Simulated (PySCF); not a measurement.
C2H5ClSi2.
Numbering: `[SiH3:1][C:2]#[C:3][SiH2:4][Cl:5]`

Structure used (PBE0-D3(BJ)/def2-SVP), in Å, numbered top down from 1:
```
atom  x, y, z in Å
Si1    0.4970    0.6379    1.4361
C2    -1.3289    0.4629    1.3044
C3    -2.5445    0.3468    1.2159
Si4   -4.3595    0.1717    1.0897
Cl5   -5.2242    0.6687    2.8985
H6     0.8293    2.0482    1.7859
H7     1.0007   -0.2802    2.4969
H8     1.1129    0.2830    0.1255
H9    -4.7028   -1.2393    0.7740
H10   -4.8775    1.0953    0.0471
```

Level of theory: delta-SCF UKS SCAN, pcX-2 on the ionised atom, pcseg-1 elsewhere, spin-free X2C (PySCF). These are vertical core ionisation energies against the vacuum level, from separate self-consistent calculations with and without the core hole.

Some binding energies are withheld.

```json
{"atom(s)": "C2", "bonded to": "C (triple bond) and Si", "level": "C 1s", "binding energy (eV)": "290.34"}
{"atom(s)": "C3", "bonded to": "C (triple bond) and Si", "level": "C 1s", "binding energy (eV)": "290.24"}
{"atom(s)": "Si1", "bonded to": "C and 3 H", "level": "Si 1s", "binding energy (eV)": "1847.26"}
{"atom(s)": "Si4", "bonded to": "Cl, C and 2 H", "level": "Si 1s", "binding energy (eV)": "?"}
{"atom(s)": "Si1", "bonded to": "C and 3 H", "level": "Si 2p3/2", "binding energy (eV)": "107.44"}
{"atom(s)": "Si4", "bonded to": "Cl, C and 2 H", "level": "Si 2p3/2", "binding energy (eV)": "108.12"}
{"atom(s)": "Cl5", "bonded to": "Si", "level": "Cl 1s", "binding energy (eV)": "?"}
{"atom(s)": "Cl5", "bonded to": "Si", "level": "Cl 2p3/2", "binding energy (eV)": "?"}
```

Question: Fill in Si 1s for Si4.

Answer: 1848.08 eV (chlorine-bound silicon). The other listed Si 1s value is that of Si1; the shift against it is +0.82 eV.

Question: What is the Cl 2p3/2 binding energy of Cl5?

Answer: 205.97 eV (silicon-bound chlorine), with 2p1/2 at 207.62 eV.

Question: Fill in Cl 1s for Cl5.

Answer: 2828.58 eV (silicon-bound chlorine).

The 2 C 1s values lie within 0.10 eV of each other; Gaussian lines of 0.5 eV full width would blend them into one maximum.

Question: Express the binding energy of Si 2p3/2 of Si1 in atomic units and per mole.

Answer: 107.44 eV = 3.9483 Eh = 10366 kJ/mol.

The unrestricted hole states depart most from a pure doublet (⟨S²⟩ = 0.75; over 0.85 named) for C 1s of C2 (0.86) and C 1s of C3 (0.85), which makes these values less certain. Spin–orbit and ligand-field terms were added within each 2p shell after the spin-free SCF. 2p1/2 minus 2p3/2 (ligand field included): Si 0.62 eV, Cl 1.65 eV. Geometry: PBE0-D3(BJ)/def2-SVP; no solvent, vibrations or thermal averaging.

The run took 46 s on one thread, Arm Neoverse V1, no GPU, shared host.
